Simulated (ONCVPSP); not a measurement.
# How hard is this sulfur ONCV potential?

sulfur (S), optimised norm-conserving Vanderbilt (ONCV), made with ONCVPSP 4.0.1 (PBE, non-relativistic). Core [He], reference 2s2 2p6 3s2 3p2 (charge +2). Waves: 2s+3s: rc 0.70 bohr, ncon 5, nbas 9, qcut 20.4 1/bohr, 2 projectors; 2p+3p: rc 0.75 bohr, ncon 4, nbas 9, qcut 20.4 1/bohr, 2 projectors. Local part: polynomial inside 0.50 bohr (lpopt 5, dvloc0 1 Ha). Core correction: none.

Task: For each optimised wave give the share of its norm inside rc, the residual kinetic energy above qcut (Ha) and the cutoffs (Ha) for errors of 10, 1, 0.1 and 0.01 mHa per electron.

Result:

| wave | norm inside rc | residual KE | 10 mHa | 1 mHa | 0.1 mHa | 0.01 mHa |
| --- | --- | --- | --- | --- | --- | --- |
| 2s | 0.864 | 1.2e-06 | 108.6 | 142.2 | 168.1 | 188.4 |
| 3s | 0.051 | 3.7e-07 | 78.3 | 123.5 | 157.4 | 181.4 |
| 2p | 0.910 | 7.0e-07 | 129.2 | 154.1 | 174.0 | 189.9 |
| 3p | 0.046 | 3.9e-07 | 109.1 | 140.9 | 166.0 | 185.4 |

The occupied waves need 154 Ha and 174 Ha for 1 and 0.1 mHa.
